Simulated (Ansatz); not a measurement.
A run on `FC/C=C\C(F)(F)F` with other settings.

```yaml
crystal:
  periodic: [false, false, false]
  atoms:
    - {symbol: F, position_ang: [-0.077769, 2.236408, -0.800575]}
    - {symbol: C, position_ang: [1.418221, 1.469055, -0.492008]}
    - {symbol: C, position_ang: [1.268978, -0.273625, 0.125449]}
    - {symbol: C, position_ang: [-0.062343, -1.211210, 0.431036]}
    - {symbol: C, position_ang: [-1.869705, -0.752028, 0.229765]}
    - {symbol: F, position_ang: [-2.281067, -0.376980, -1.345825]}
    - {symbol: F, position_ang: [-2.333194, 0.531426, 1.194179]}
    - {symbol: F, position_ang: [-2.819583, -2.064098, 0.679476]}
    - {symbol: H, position_ang: [2.152083, 1.473598, -1.651146]}
    - {symbol: H, position_ang: [2.103199, 2.216054, 0.432693]}
    - {symbol: H, position_ang: [2.482759, -0.843193, 0.354221]}
    - {symbol: H, position_ang: [0.114547, -2.474407, 0.885110]}
basis:
  gaussian: {orbitals: def2-TZVP}
total_charge: -1
magnetization: {spin_polarized: true, initial_magnetization: 1}
hamiltonian: {xc: {name: revPBE0}, dispersion: d3bj}
scf: {lower_state_search: full}
output: {forces: true}
```

```sh
$ ansatz run in.yaml --threads 4 --pin off --events-out ev --progress --plain --max-ram 11315MiB
```

It prints (some lines left out):

```
Functional definition: revPBE0
1520 factors; their error is unknown
mean field evaluation 1: about -15060.6277 eV, gradient 3.5e1 eV
mean field evaluation 2: about -14979.1019 eV, gradient 1.2e2 eV
mean field evaluation 4: about -15066.5481 eV, gradient 9.7e0 eV
mean field evaluation 8: about -15066.8701 eV, gradient 2.6e-1 eV
mean field evaluation 16: about -15066.9185 eV, gradient 2.8e-2 eV
mean field evaluation 32: about -15067.0016 eV, gradient 2.9e-5 eV
mean field -15067.03810152 eV, -553.7034374255 hartree, gradient 4.6e-6 eV, S^2 1.010333; 18 other end points of the search recorded, 0 dependent functions left out
reference -15067.03814048 eV, -553.7034388572 hartree; 33, 32 occupied and 239, 240 virtual orbitals, 1520 factors
Total energy: -15067.47075917 eV, -553.7193373008 hartree
Atom 0 at    -0.077769     2.236408    -0.800575 Å, force     4.609945    -2.258925     0.912889 eV/Å
Atom 1 at     1.418221     1.469055    -0.492008 Å, force     0.491511    -0.171505     0.073785 eV/Å
Atom 2 at     1.268978    -0.273625     0.125449 Å, force    -1.714009    -2.118927     0.717312 eV/Å
Atom 3 at    -0.062343    -1.211210     0.431036 Å, force     4.211946     1.139928    -0.321763 eV/Å
Atom 4 at    -1.869705    -0.752028     0.229765 Å, force    -1.318756     0.497258    -0.204155 eV/Å
Atom 5 at    -2.281067    -0.376980    -1.345825 Å, force     0.720400    -0.559911     2.063798 eV/Å
Atom 6 at    -2.333194     0.531426     1.194179 Å, force     0.784920    -1.725661    -1.210285 eV/Å
Atom 7 at    -2.819583    -2.064098     0.679476 Å, force     1.364154     1.432577    -0.485714 eV/Å
Atom 8 at     2.152083     1.473598    -1.651146 Å, force    -2.737129     0.049786     3.655408 eV/Å
Atom 9 at     2.103199     2.216054     0.432693 Å, force    -2.582701    -2.311549    -2.974764 eV/Å
Atom 10 at     2.482759    -0.843193     0.354221 Å, force    -3.678625     2.110503    -0.828546 eV/Å
Atom 11 at     0.114547    -2.474407     0.885110 Å, force    -0.151657     3.916426    -1.397964 eV/Å
Dipole moment:     1.435911     0.214634    -0.045577 e Å
```

It took 120 s on 4 threads of an Arm Neoverse V2 on a shared host, with 1.6 GiB of host memory at the peak.
